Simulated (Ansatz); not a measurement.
A calculation with Ansatz (development build ahead of 0.2.0).

```yaml
crystal:
  periodic: [false, false, false]
  atoms:
    - { symbol: H, position_ang: [2.17615, -0.28681, 0.3545] }
    - { symbol: H, position_ang: [2.25239, -0.03179, -0.66813] }
    - { symbol: H, position_ang: [-0.23139, 2.08007, 0.42557] }
    - { symbol: H, position_ang: [-0.0765, 2.07639, -0.59231] }
    - { symbol: H, position_ang: [-2.04586, 0.02674, 0.57554] }
    - { symbol: H, position_ang: [-2.21785, -0.29629, -0.35591] }
    - { symbol: H, position_ang: [0.19448, -2.12072, 0.54891] }
    - { symbol: H, position_ang: [-0.0065, -2.39869, -0.63735] }
basis:
  gaussian: { orbitals: def2-SVP }
hamiltonian:
  xc: hf
output:
  forces: true
```

The input is written out in the form of the current development build from the run's settings.

The run gave:

- Converged: yes
- Total energy: -4.33382 hartree

Forces (eV/Å):
```csv
atom,Fx,Fy,Fz
H1,0.439,1.302,-5.114
H2,-0.329,-1.252,5.107
H3,0.794,0.037,-5.085
H4,-0.762,0.062,5.082
H5,-0.918,-1.612,-4.625
H6,0.800,1.596,4.635
H7,-0.926,-1.321,-5.345
H8,0.902,1.188,5.344
```

Caution: stretched shape with no unrestricted run beside it, a lower state can exist.
